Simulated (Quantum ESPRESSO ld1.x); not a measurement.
The numbers below are computed, except where a source is named.
Problem. The mean radii <r> (bohr) of the occupied orbitals of an atom or ion are listed with their occupations. Code: ld1.x of Quantum ESPRESSO 7.5. Model: Dirac Kohn-Sham, LDA (Slater exchange, Perdew-Zunger correlation), spin-unpolarised, spherical densities, point nucleus.

| orbital | occ. | <r> |
|---|---|---|
| 1s1/2 | 2 | 0.02844 |
| 2s1/2 | 2 | 0.1223 |
| 2p1/2 | 2 | 0.1033 |
| 2p3/2 | 4 | 0.1088 |
| 3s1/2 | 2 | 0.3307 |
| 3p1/2 | 2 | 0.3211 |
| 3p3/2 | 4 | 0.3324 |
| 3d3/2 | 4 | 0.3033 |
| 3d5/2 | 6 | 0.3069 |
| 4s1/2 | 2 | 0.7845 |
| 4p1/2 | 2 | 0.8218 |
| 4p3/2 | 4 | 0.8493 |
| 4d3/2 | 3.6 | 0.9693 |
| 4d5/2 | 5.4 | 0.9795 |

Name the element and its charge. Open shells, if any, are shared by 2j + 1.

Solution. Z = 51, antimony, charge +6: Sb6+ in [Kr] 4d9. The 1s radius gives Z: for a bare nucleus <r> = (2 gamma + 1)/(2Z) with gamma = sqrt(1 - (Z/c)^2), 0.028 bohr for Z = 51, and screening makes it slightly larger (0.02844 here). The occupations add up to 45, and the charge is Z minus that.
